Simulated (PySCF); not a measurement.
(E)-1-bromo-1-chloro-2-fluoroethene (C2HBrClF), SMILES F/C=C(\Cl)Br. Heavy atoms are numbered as in [F:1]/[CH:2]=[C:3](\[Cl:4])[Br:5]. Hydrogens are named by the atom that carries them.

The structure is a stationary point at TPSSh-D3(BJ)/def2-SVP.

All values below come from PySCF with PBE/pcSseg-1.

GIAO shieldings, no solvent; atoms alike by connectivity are averaged. δ = σ(ref) − σ: ¹⁹F against CFCl3 (σ = 133.6 ppm); ¹³C against TMS (σ = 182.0 ppm); ³⁵Cl against HCl (σ = 936.5 ppm); ¹H against TMS (σ = 31.49 ppm), references at their B3LYP-D3(BJ)/def2-TZVP geometries, non-relativistic (without spin–orbit terms, shifts of atoms bonded to Cl or Br come out too high).

```csv
nucleus,atoms,count,δ (ppm)
¹⁹F,F1,1,-114.7
¹³C,C2 (CH),1,157.1
¹³C,C3,1,133.6
³⁵Cl,Cl4,1,310.4
¹H,H on C2,1,7.43
```
